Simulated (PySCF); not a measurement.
Predicted microwave data (PBE0/pcSseg-1 in PySCF (dipole) on a GFN2-xTB geometry, gas phase) for one isomer of C7H14NP:

```
Rotational constants : A = 2460, B = 904.8, C = 822.0 MHz
Dipole components    : |μa| = 2.48 D, |μb| = 2.56 D, |μc| = 0.76 D
Inertial defect      : -149.12 u·Å²
κ                    : -0.90
```

Task: Which candidate fits, each taken in the one conformer that was computed?
A. `[CH3:1][CH2:2][N:3]([CH3:4])[P:5]1[CH2:6][CH:7]=[CH:8][CH2:9]1` with C1–C2–N3–C4 -175°, C2–N3–P5–C6 -157°, N3–P5–C6–C7 -95°, P5–C6–C7–C8 -8°, C7–C8–C9–P5 8°, N3–P5–C9–C8 89°
B. `[CH3:1][C:2]([CH3:3])([CH3:4])[PH:5][CH2:6][CH2:7][C:8]#[N:9]` with C2–P5–C6–C7 173°, P5–C6–C7–C8 178°
C. `[CH3:1][P:2]([CH3:3])(=[NH:4])[C:5]1=[CH:6][CH2:7][CH2:8][CH2:9]1` with C1–P2–C5–C6 137°, C5–C6–C7–C8 -13°, C6–C7–C8–C9 21°, C7–C8–C9–C5 -21°, P2–C5–C9–C8 -167°

Result: C. It is CP(C)(=N)C1=CCCC1, an asymmetric top, point group C1. The candidates at the same level (rigid rotor, commonest isotopes):

```tsv
SMILES	A (MHz)	B (MHz)	C (MHz)	μa (D)	μb (D)	μc (D)	Δ (u·Å²)	point group	rotor
CP(C)(=N)C1=CCCC1	2460	904.8	822.0	2.48	2.56	0.76	-149.12	C1	asymmetric top
CC(C)(C)PCCC#N	3087	575.1	548.4	3.95	0.80	0.56	-120.91	C1	near-prolate asymmetric top
CCN(C)P1CC=CC1	2646	966.2	905.4	0.17	1.17	0.30	-155.94	C1	near-prolate asymmetric top
```

`CCN(C)P1CC=CC1` has C 10 % too high; `CC(C)(C)PCCC#N` has B 36 % too low. No structure here is proved a minimum.
